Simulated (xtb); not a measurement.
Si(F)2(OH)(SeH) (F2H2OSeSi), SMILES [SeH][Si](F)(F)O. All values are semi-empirical tight-binding results from xtb (GFN2-xTB unless named), good for trends rather than for accurate numbers. Geometry optimised at GFN2-xTB. The structure was generated by enumeration, and PubChem lists no compound with its InChIKey, so it may never have been made. The values are those of a single conformer.

Optimised geometry:

```xyz
7

O     -0.9791     1.5787     0.9559
Si    -0.7263     0.1137     0.3594
F     -1.8530    -0.2874    -0.6889
F     -0.9714    -0.8444     1.5970
Se     1.2474    -0.1978    -0.6391
H     -1.0177     2.3661     0.4206
H      2.0243     0.3237     0.4556
```

```yaml
orbital_gap: 4.74 eV
zero_point_energy: 16.6 kcal/mol
G − E(el) at 298.15 K (modified RRHO): -4.2 kcal/mol
static polarisability (D4 model): 71.7 bohr³
solvation energy, GFN2-xTB/ALPB(water): -6.3 kcal/mol
solvation energy, GFN2-xTB/ALPB(dmf): -7.9 kcal/mol
```

Computed atomic charges and the Wiberg bond orders between heavy atoms:
charges (e) O1 -0.43, Si2 0.68, F3 -0.25, F4 -0.23, Se5 -0.24, H6 0.33, H7 0.14. Bond orders O1–Si2 1.22, Si2–F3 1.08, Si2–F4 1.11, Si2–Se5 0.96.
